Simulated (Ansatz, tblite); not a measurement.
Spin states of Li3Sn2, each relaxed with PBE0-D4/def2-TZVP in Ansatz. Electronic energies in the gas phase.

In the def2 sets Sn takes a core potential; there is no spin–orbit coupling. The xTB rows come from tblite. B3LYP takes the VWN-RPA correlation. Correlated methods freeze 8 core orbitals; core or outer-core shells of Li, Sn are correlated, in sets that lack core-valence functions. The structure comes from a short search, and lower isomers may exist.

Doublet geometry (Cs within 0.1 Å):

Cartesian coordinates in Å:
```
Li 0.0877 -1.2135 -1.3189
Li 0.6001 1.6273 -0.4524
Li -2.4988 0.4967 -0.1277
Sn -0.3958 -0.3344 1.2929
Sn 2.2068 -0.5761 0.6061
```

Quartet geometry (Cs within 0.1 Å):

```csv
atom,x (Å),y (Å),z (Å)
Li1,0.5081,-1.6523,-0.0301
Li2,1.0239,1.2344,-0.6458
Li3,-1.8627,-0.0629,-1.8543
Sn4,-1.2721,0.3747,0.6907
Sn5,1.6028,0.1061,1.8396
```

⟨S²⟩: doublet 0.81 at PBE0-D4/def2-TZVP (pure 0.75), quartet 3.77 at PBE0-D4/def2-TZVP (pure 3.75).

Run but left out: HF/STO-3G, HF/def2-TZVP, B2PLYP/def2-TZVP, MP2/def2-TZVP, CCSD/def2-TZVP, CCSD(T)/def2-TZVP (doublet: ⟨S²⟩ 0.95 to 1.81, where a pure state has 0.75).

Only these spin states were relaxed.

**Question.** Estimate which spin state lies lowest at each of these levels, and by how much: GFN1-xTB; GFN2-xTB; PBE-D4/def2-TZVP; BLYP-D4/def2-TZVP; r2SCAN-D4/def2-TZVP; B97M-V/def2-TZVP; r2SCANh-D4/def2-TZVP; B3LYP-D4/def2-TZVP; PBE0-D4/def2-TZVP; RPA@PBE/def2-TZVP.

**Answer.** 
```tsv
level	quartet − doublet (kJ/mol)	lowest of these	remarks
GFN1-xTB	164.6	doublet	–
GFN2-xTB	181.5	doublet	–
PBE-D4/def2-TZVP	89.3	doublet	–
BLYP-D4/def2-TZVP	92.1	doublet	–
r2SCAN-D4/def2-TZVP	76.3	doublet	spin-contaminated (⟨S²⟩ 0.85) (doublet)
B97M-V/def2-TZVP	86.0	doublet	–
r2SCANh-D4/def2-TZVP	74.0	doublet	spin-contaminated (⟨S²⟩ 0.90) (doublet)
B3LYP-D4/def2-TZVP	85.5	doublet	–
PBE0-D4/def2-TZVP	79.9	doublet	–
RPA@PBE/def2-TZVP	95.2	doublet	–
```

Change of the quartet − doublet gap on mixing in exact exchange, in kJ/mol: PBE to PBE0 (25 % exact exchange) -9.4; BLYP to B3LYP (20 % exact exchange) -6.6; r2SCAN to r2SCANh (10 % exact exchange) -2.2. The xTB methods have no term that favours high spin, so they put low spin too low.
